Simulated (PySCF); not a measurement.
C$_{2}$H$_{9}$BGe, singlet, geometry from GFN2-xTB. Base run: HF/6-31G (PySCF).

The PySCF input:
```python
from pyscf import gto, scf, solvent

mol = gto.M(
    atom='''
B    -0.923183    0.159788    0.346256
Ge    0.950468   -0.156715   -0.350325
H     1.275498   -1.576846   -0.706287
H     1.344996    0.590481   -1.589213
H     2.058497    0.173773    0.604765
C    -1.408289   -0.605245    1.625862
H    -1.674272   -1.622456    1.328000
H    -2.287279   -0.179882    2.106738
H    -0.626077   -0.715243    2.377043
C    -1.866947    1.149775   -0.418354
H    -2.895023    1.181407   -0.062880
H    -1.882850    0.936838   -1.488435
H    -1.461141    2.160698   -0.335652
''',
    basis='6-31g',
    charge=0,
    spin=0,
    verbose=4,
)

mf = scf.RHF(mol)
mf.kernel()
```

Each row names what was changed in the base input (with any setting that the change needs).

```json
[
 {"change": "base", "ΔE vs base (kJ/mol)": "0.00", "dipole (D)": "1.77", "HOMO-LUMO gap (eV)": "13.07"},
 {"change": "model = IEF-PCM; solvent = chloroform", "ΔE vs base (kJ/mol)": "…", "dipole (D)": "…", "HOMO-LUMO gap (eV)": "…"},
 {"change": "model = ddCOSMO; solvent = dimethylsulfoxide", "ΔE vs base (kJ/mol)": "-7.37", "dipole (D)": "2.12", "HOMO-LUMO gap (eV)": "13.22"},
 {"change": "model = IEF-PCM; solvent = dimethylsulfoxide; r_probe = 0.5", "ΔE vs base (kJ/mol)": "…", "dipole (D)": "…", "HOMO-LUMO gap (eV)": "…"},
 {"change": "model = IEF-PCM; solvent = dimethylsulfoxide; lebedev_order = 41", "ΔE vs base (kJ/mol)": "-7.80", "dipole (D)": "2.17", "HOMO-LUMO gap (eV)": "13.20"},
 {"change": "model = C-PCM; solvent = dimethylsulfoxide", "ΔE vs base (kJ/mol)": "-7.83", "dipole (D)": "2.17", "HOMO-LUMO gap (eV)": "13.20"},
 {"change": "model = SS(V)PE; solvent = dimethylsulfoxide", "ΔE vs base (kJ/mol)": "-7.57", "dipole (D)": "2.15", "HOMO-LUMO gap (eV)": "13.20"},
 {"change": "model = IEF-PCM; solvent = dimethylsulfoxide", "ΔE vs base (kJ/mol)": "-7.73", "dipole (D)": "2.17", "HOMO-LUMO gap (eV)": "13.20"},
 {"change": "model = IEF-PCM; solvent = methanol", "ΔE vs base (kJ/mol)": "-7.61", "dipole (D)": "2.16", "HOMO-LUMO gap (eV)": "13.20"},
 {"change": "model = IEF-PCM; solvent = dimethylsulfoxide; lebedev_order = 11", "ΔE vs base (kJ/mol)": "-7.25", "dipole (D)": "2.15", "HOMO-LUMO gap (eV)": "13.19"},
 {"change": "model = IEF-PCM; solvent = dimethylsulfoxide; vdw_scale = 1.0", "ΔE vs base (kJ/mol)": "…", "dipole (D)": "…", "HOMO-LUMO gap (eV)": "…"},
 {"change": "model = IEF-PCM; solvent = water", "ΔE vs base (kJ/mol)": "-7.85", "dipole (D)": "2.17", "HOMO-LUMO gap (eV)": "13.20"}
]
```

### Question
Complete the blanks.

### Answer

- model = IEF-PCM; solvent = chloroform, ΔE vs base (kJ/mol): -5.48
- model = IEF-PCM; solvent = chloroform, dipole (D): 2.06
- model = IEF-PCM; solvent = chloroform, HOMO-LUMO gap (eV): 13.16
- model = IEF-PCM; solvent = dimethylsulfoxide; r_probe = 0.5, ΔE vs base (kJ/mol): -3.63
- model = IEF-PCM; solvent = dimethylsulfoxide; r_probe = 0.5, dipole (D): 2.04
- model = IEF-PCM; solvent = dimethylsulfoxide; r_probe = 0.5, HOMO-LUMO gap (eV): 13.14
- model = IEF-PCM; solvent = dimethylsulfoxide; vdw_scale = 1.0, ΔE vs base (kJ/mol): -13.17
- model = IEF-PCM; solvent = dimethylsulfoxide; vdw_scale = 1.0, dipole (D): 2.23
- model = IEF-PCM; solvent = dimethylsulfoxide; vdw_scale = 1.0, HOMO-LUMO gap (eV): 13.27

The base is the gas phase, so ΔE is the electrostatic part of solvation at a fixed geometry, without cavity and dispersion terms.
